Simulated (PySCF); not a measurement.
C3H7BFN, SMILES CB(N)/C=C\F. Geometry: PBE-D3(BJ)/def2-SVP. The structure was generated by enumeration; whether it is a known compound was not checked. Other conformers were not sampled.

Question: Give the equilibrium geometry at PBE-D3(BJ)/def2-SVP (PySCF confirms it by a frequency run) as bond lengths and angles, and its point group. (An estimate is asked for; the answer gives what the named calculation found.)

Answer: This is not unique; one that fits is point group Cs.
Atoms: C1 B2 N3 C4 C5 F6 H7 H8 H9 H10 H11 H12 H13. Bond lengths (Å): C1–B2 1.587, C1–H7 1.112, C1–H8 1.112, C1–H9 1.109, B2–N3 1.407, B2–C4 1.576, N3–H10 1.020, N3–H11 1.020, C4–C5 1.344, C4–H12 1.104, C5–F6 1.357, C5–H13 1.104. Angles (°): B2–C1–H7 110.5, B2–C1–H8 110.5, B2–C1–H9 114.4, H7–C1–H8 105.6, H7–C1–H9 107.8, H8–C1–H9 107.8, C1–B2–N3 120.6, C1–B2–C4 119.3, N3–B2–C4 120.1, B2–N3–H10 122.8, B2–N3–H11 122.6, H10–N3–H11 114.6, B2–C4–C5 127.8, B2–C4–H12 119.1, C5–C4–H12 113.1, C4–C5–F6 122.8, C4–C5–H13 126.8, F6–C5–H13 110.4.
Charge 0, spin multiplicity 1.
